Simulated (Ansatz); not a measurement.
Zn13H30Se13⁺. Total charge 1; doublet. Geometry PBE-D4/def2-SVP, that of the neutral singlet; atoms count from 1.

Cartesian coordinates in Å:
```
Zn -2.958 -1.643 -0.520
Zn -3.710 3.373 -0.940
Zn -4.749 1.680 0.938
Zn -1.410 -0.910 2.983
Zn -1.812 3.585 2.028
Zn -0.852 -0.328 -4.408
Zn 0.008 -3.767 -3.473
Zn 0.380 -3.361 0.535
Zn 2.140 -2.171 -4.087
Zn 0.489 0.724 -0.367
Zn 3.160 1.158 3.834
Zn 4.240 -0.922 1.194
Zn 2.378 -1.415 4.313
Se -3.776 0.683 -1.289
Se -1.817 -2.054 -2.876
Se -2.062 1.984 -3.919
Se -0.759 -1.126 0.571
Se -1.051 2.712 -0.299
Se -2.760 1.325 2.533
Se 0.548 0.443 3.986
Se 0.630 3.711 3.061
Se 1.084 0.044 -2.715
Se 1.798 -3.245 -1.620
Se 2.425 -2.463 1.962
Se 4.482 -1.171 -1.437
Se 2.512 1.017 1.099
H -4.013 -2.692 -0.059
H -3.756 4.262 -2.211
H -6.191 1.247 1.342
H -4.234 3.328 0.627
H -2.108 -1.984 3.869
H -2.492 4.988 2.164
H -0.557 -0.428 -5.941
H -0.346 -5.266 -3.718
H 0.677 -2.673 -4.669
H -0.224 -4.731 0.962
H 3.594 -1.882 -4.548
H 3.530 2.613 4.229
H 5.658 -0.690 1.814
H 2.267 -2.306 5.588
H 3.739 -0.388 3.907
H -5.166 0.311 -1.659
H -2.877 -2.619 -3.748
H -3.346 1.681 -4.599
H -1.490 2.490 -5.205
H -0.268 3.842 -0.858
H -3.491 1.621 3.790
H 0.211 0.277 5.423
H 0.234 3.875 4.482
H 0.574 5.193 2.864
H 1.835 1.191 -3.285
H 2.199 -4.674 -1.691
H 3.228 -3.658 2.321
H 5.189 -2.476 -1.450
H 5.790 -0.453 -1.327
H 3.278 2.139 0.502
```

Single mean-field runs in def2-SVP are fitted with def2-universal-jkfit.

**Question.** Estimate the Mulliken populations of the heavy atoms from the PBE0/def2-SVP orbitals of Ansatz.

**Answer.** 
```
atom  charge (e)  spin (α − β)  d electrons
 Zn1        0.43          0.00         9.93
 Zn2        0.36          0.00         9.93
 Zn3        0.34          0.02         9.93
 Zn4        0.44          0.01         9.93
 Zn5        0.36          0.00         9.94
 Zn6        0.36          0.00         9.94
 Zn7        0.33          0.01         9.93
 Zn8        0.45          0.01         9.93
 Zn9        0.37          0.00         9.93
Zn10        0.59          0.00         9.95
Zn11        0.37          0.00         9.93
Zn12        0.36          0.00         9.94
Zn13        0.32          0.01         9.93
Se14       -0.40          0.08            –
Se15       -0.35          0.05            –
Se16       -0.05          0.01            –
Se17       -0.64          0.01            –
Se18       -0.42          0.00            –
Se19       -0.36          0.04            –
Se20       -0.40          0.09            –
Se21       -0.05          0.01            –
Se22       -0.42          0.00            –
Se23       -0.41          0.07            –
Se24       -0.37          0.02            –
Se25       -0.06          0.00            –
Se26       -0.42          0.00            –
```
Mulliken values depend strongly on the basis.

**Question.** Where does the spin sit?

**Answer.** Summed by element: Zn 0.05, Se 0.39, H 0.56, of 1 unpaired in all. Largest on single atoms: H29 0.11, H36 0.10, Se20 0.09.

**Question.** And the Mayer bond orders between heavy atoms (over 0.3)?

**Answer.** Zn1–Se14 0.41 (2.58 Å); Zn1–Se15 0.32 (2.65 Å); Zn1–Se17 0.47 (2.51 Å); Zn3–Se14 0.38 (2.63 Å); Zn3–Se19 0.42 (2.57 Å); Zn4–Se17 0.49 (2.51 Å); Zn4–Se19 0.33 (2.65 Å); Zn4–Se20 0.42 (2.58 Å); Zn5–Se18 0.39 (2.60 Å); Zn5–Se19 0.51 (2.50 Å); Zn5–Se21 0.39 (2.65 Å); Zn6–Se15 0.51 (2.50 Å); Zn6–Se16 0.39 (2.65 Å); Zn6–Se22 0.39 (2.60 Å); Zn7–Se15 0.41 (2.57 Å); Zn7–Se23 0.38 (2.63 Å); Zn8–Se17 0.48 (2.51 Å); Zn8–Se23 0.41 (2.58 Å); Zn8–Se24 0.34 (2.65 Å); Zn10–Se17 0.61 (2.42 Å); Zn10–Se18 0.53 (2.52 Å); Zn10–Se22 0.53 (2.52 Å); Zn10–Se26 0.54 (2.52 Å); Zn12–Se24 0.50 (2.50 Å); Zn12–Se25 0.38 (2.65 Å); Zn12–Se26 0.39 (2.60 Å); Zn13–Se20 0.37 (2.63 Å); Zn13–Se24 0.42 (2.57 Å).
